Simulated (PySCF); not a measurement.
## Input and output of a scripted DFT run

The script drives PySCF SCF with an in-house response code with single-precision fitted integrals, so total energies wander by about 1e-6 Eh between cycles (the fitting error itself is about 1e-3 Eh and cancels in differences); atoms count from 0. Pop asks for populations, which are stored and not printed.

Job and coordinates (Å):

```
{"job": {"kind": "nmr", "xc": "KT3", "basis": "pcSseg-1", "pop": false}, "charge": 0, "multiplicity": 1}
C     -3.041948    -0.792194    -0.743993
C     -2.611858     0.216297    -1.495218
C     -2.087902     1.471484    -0.955276
C     -1.026800     1.589103    -0.167769
C     -0.137386     0.484025     0.238166
C     -0.591230    -0.531333     1.049880
C      0.307074    -1.514621     1.513088
C      1.621634    -1.486119     1.151739
C      2.121278    -0.471308     0.311212
C      3.490630    -0.468662    -0.035816
C      4.091233     0.456796    -0.830920
P      3.267491     1.801732    -1.601204
C      1.676447     1.547780    -1.023331
C      1.231460     0.530513    -0.160355
C     -1.988149    -0.633242     1.506233
C     -3.046224    -0.791914     0.719261
H     -3.505360    -1.654900    -1.208207
H     -2.724173     0.178959    -2.571960
H     -2.627554     2.360665    -1.261858
H     -0.721472     2.570067     0.178483
H     -0.065009    -2.294427     2.163007
H      2.304887    -2.242276     1.511867
H      4.092260    -1.272597     0.372694
H      5.152952     0.368824    -1.025435
H      0.933994     2.253173    -1.376228
H     -2.110197    -0.690730     2.582004
H     -4.018016    -0.969239     1.167234
```

Command:

```bash
OMP_NUM_THREADS=1 python large_run.py task.json out
```

Problem. What does the program print?

Solution. 
```
start: PBE on a coarse grid of 23453 points
cycle   1  E = -918.2468062397  dE =  2.518e+00  |g| = 7.394e-01  |ddm| = 5.967e+00
cycle   2  E = -918.0006928095  dE =  2.461e-01  |g| = 1.158e+00  |ddm| = 2.365e+00
cycle   3  E = -918.3641744826  dE = -3.635e-01  |g| = 3.351e-01  |ddm| = 2.116e+00
cycle   4  E = -918.3987682949  dE = -3.459e-02  |g| = 1.241e-01  |ddm| = 6.231e-01
cycle   5  E = -918.4022511722  dE = -3.483e-03  |g| = 5.787e-02  |ddm| = 2.115e-01
cycle   6  E = -918.4031680262  dE = -9.169e-04  |g| = 1.969e-02  |ddm| = 8.808e-02
cycle   7  E = -918.4032429491  dE = -7.492e-05  |g| = 1.044e-02  |ddm| = 3.179e-02
cycle   8  E = -918.4032741671  dE = -3.122e-05  |g| = 2.004e-03  |ddm| = 1.279e-02
final grid: 215350 points
cycle   9  E = -931.6330171165  dE = -4.024e-02  |g| = 1.251e-01  |ddm| = 1.011e+00
cycle  10  E = -931.6321018299  dE =  9.153e-04  |g| = 9.158e-02  |ddm| = 2.106e-01
cycle  11  E = -931.6316982671  dE =  4.036e-04  |g| = 7.904e-02  |ddm| = 2.301e-01
cycle  12  E = -931.6339979102  dE = -2.300e-03  |g| = 1.470e-02  |ddm| = 1.260e-01
cycle  13  E = -931.6340601792  dE = -6.227e-05  |g| = 3.843e-03  |ddm| = 2.153e-02
cycle  14  E = -931.6340658735  dE = -5.694e-06  |g| = 1.458e-03  |ddm| = 6.369e-03
cycle  15  E = -931.6340668051  dE = -9.316e-07  |g| = 6.319e-04  |ddm| = 2.392e-03
cycle  16  E = -931.6340668962  dE = -9.110e-08  |g| = 1.614e-04  |ddm| = 1.029e-03
cycle  17  E = -931.6340670498  dE = -1.536e-07  |g| = 6.907e-05  |ddm| = 2.764e-04
converged SCF energy = -931.6340670498

GIAO shielding tensors (ppm)
atom      isotropic    diamagn.    paramagn.     s11        s22        s33       span
  0 C       56.260     253.975    -197.715    -40.232     64.006    145.007    185.239
  1 C       54.565     254.784    -200.219    -43.250     62.061    144.885    188.136
  2 C       53.557     254.701    -201.144    -41.037     59.090    142.617    183.654
  3 C       54.681     256.511    -201.830    -43.707     64.177    143.574    187.281
  4 C       56.656     256.826    -200.171    -16.999     36.590    150.376    167.375
  5 C       51.998     257.225    -205.227    -32.534     32.858    155.670    188.204
  6 C       62.825     250.457    -187.632    -28.650     54.966    162.159    190.809
  7 C       60.373     251.235    -190.861    -29.859     57.477    153.502    183.360
  8 C       61.200     255.110    -193.910     -7.941      0.179    191.362    199.302
  9 C       56.631     243.096    -186.465    -37.198     51.480    155.610    192.807
 10 C       44.667     267.057    -222.390    -89.690     48.962    174.730    264.420
 11 P      154.814     969.913    -815.099    -85.650     32.420    517.671    603.322
 12 C       33.035     256.822    -223.787   -123.985     47.486    175.604    299.589
 13 C       59.390     249.519    -190.129     -8.298      0.915    185.553    193.851
 14 C       53.477     254.697    -201.220    -40.996     63.632    137.795    178.792
 15 C       54.991     254.079    -199.088    -38.390     60.429    142.934    181.324
 16 H       25.669      30.075      -4.406     23.069     26.132     27.804      4.735
 17 H       25.522      30.733      -5.211     22.646     26.597     27.323      4.677
 18 H       25.206      30.173      -4.967     22.579     25.583     27.455      4.875
 19 H       24.619      33.192      -8.573     22.027     25.265     26.564      4.537
 20 H       24.573      33.668      -9.095     20.299     24.787     28.634      8.335
 21 H       24.024      33.816      -9.791     19.369     24.862     27.841      8.472
 22 H       23.529      31.219      -7.690     18.063     24.326     28.197     10.135
 23 H       23.183      27.742      -4.558     20.241     22.337     26.972      6.731
 24 H       22.057      34.760     -12.703     17.422     18.168     30.581     13.159
 25 H       24.786      30.720      -5.934     22.358     25.703     26.296      3.939
 26 H       25.437      28.274      -2.838     23.183     25.711     27.415      4.232
```

The run took 26 s of wall time on 1 thread of Arm Neoverse V2 (shared host), peak memory 0.59 GiB.
